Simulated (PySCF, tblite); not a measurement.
Compound: C6H10BN.
SMILES: `N#CB1CCCCC1`

Jobs on this species (18 atoms, 58 electrons) with PySCF (density fitting) and tblite. Hardware of each: an Intel Xeon at 2.50 GHz with one thread (shared host). The host was shared with other jobs, so the times are rough.

```json
{"level and settings": "GFN2-xTB", "work": "L-BFGS relaxation", "basis functions": "–", "SCF cycles": "–", "wall time": "?"}
{"level and settings": "PBE0/pcSseg-1", "work": "shieldings, ring-centre shieldings, charges and field gradients", "basis functions": "186", "SCF cycles": "14", "wall time": "89 s"}
{"level and settings": "GFN2-xTB", "work": "Hessian by finite differences", "basis functions": "–", "SCF cycles": "–", "wall time": "1.6 s"}
```

Task: Fill in the missing figures.

Result: 
- GFN2-xTB; L-BFGS relaxation: 1.4 s

Task: What do all jobs in the table cost together?

Result: About 92 s; the longest takes about 97 % of that, and about 64 times as long as the shortest.

---

Compound: C₂H₅F₃P₂Si.
SMILES: `C([SiH3])/P=P/C(F)(F)F`

Jobs on this species (13 atoms, 88 electrons) with PySCF (density fitting) and tblite. Hardware of each: one thread, Arm Neoverse V1 (aarch64), no GPU (shared host). Times come from a shared host and carry two figures at best.

```
level and settings                                     work  basis functions  SCF cycles  wall time
          GFN2-xTB                        L-BFGS relaxation                –           –     0.86 s
     PBE0/pcSseg-1  shieldings, charges and field gradients              182           ?          ?
          GFN2-xTB            Hessian by finite differences                –           –     0.56 s
```

Q: Fill in the missing figures.

A: 
- PBE0/pcSseg-1; shieldings, charges and field gradients: 28 s, 14 SCF cycles

Q: What do all jobs in the table cost together?

A: About 29 s; the longest takes about 95 % of that, and about 50 times as long as the shortest.
